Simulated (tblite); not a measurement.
Species: C6H5F3O (charge +1 and doublet state).
Bonds: C1–C2, C2–C3 (double), C3–C4 (double), C4–C5, C5–O6, O6–C7, C7–F8, C7–F9, C7–F10. Hydrogens: H11, H12 on C1; H13 on C4; H14, H15 on C5.

Structure optimised with GFN2-xTB, isolated species. This method treats the open shell by occupation alone, without spin polarisation.

(1) Give the optimised bond lengths and angles.

## Answers

(1) 
```csv
bond,length (Å)
C1–C2,1.307
C2=C3,1.267
C3=C4,1.319
C4–C5,1.489
C5–O6,1.406
O6–C7,1.347
C7–F8,1.347
C7–F9,1.306
C7–F10,1.333
C1–H11,1.084
C1–H12,1.085
C4–H13,1.091
"C5–H14, C5–H15",1.102
```

Bonds in one row agree within 0.01 Å and their mean is given. A selection of angles:
```csv
angle,degrees
C1–C2–C3,179.4
C2–C3–C4,178.1
C3–C4–C5,126.4
C4–C5–O6,113.1
C5–O6–C7,116.5
O6–C7–F8,110.9
O6–C7–F9,109.5
F8–C7–F9,108.7
F8–C7–F10,105.7
```

Dihedral angles: C3–C4–C5–O6 -177° (antiperiplanar); C4–C5–O6–C7 86° (synclinal); C5–O6–C7–F8 -60° (synclinal). The mirror-image conformer, all signs reversed, is as good.

The C–C distances run from 1.267 Å (C2=C3, drawn double in one of several resonance forms) to 1.489 Å (C4–C5, drawn single), a spread of 0.222 Å. C1 (carbon bonded to C and 2 H) is planar (angles 122.1°, 121.8° and 116.0°, sum 360.0°, 0.00 Å off the plane of its three neighbours). The 3 C–F bonds span 1.306 Å (C7–F9, drawn single) to 1.347 Å (C7–F8, drawn single), a spread of 0.041 Å. Of the pairs four or more bonds apart, F10···H14 is among the closest relative to their van der Waals radii: 2.40 Å, 90 % of the sum of Bondi's values. O6 (oxygen bonded to 2 C) is bent (angle 116.5°). The C–O distances run from 1.347 Å (O6–C7, drawn single) to 1.406 Å (C5–O6, drawn single), a spread of 0.059 Å. C4 (carbon bonded to 2 C and H) is planar (angles 126.4°, 118.1° and 115.5°, sum 360.0°, 0.01 Å off the plane of its three neighbours).

Point group: C1 (no symmetry element, even within 0.4 Å). Its GFN2-xTB frequencies are all real (lowest 25 cm⁻¹). 3 starts were optimised and ended at 0.00, 0.34 and 0.35 kcal/mol (GFN2-xTB); the lowest of these is shown.

The run took 0.58 s wall on one thread, Arm Neoverse V2 (aarch64), on a shared host. These figures are those of the optimisation.

All values are computed, not measured.
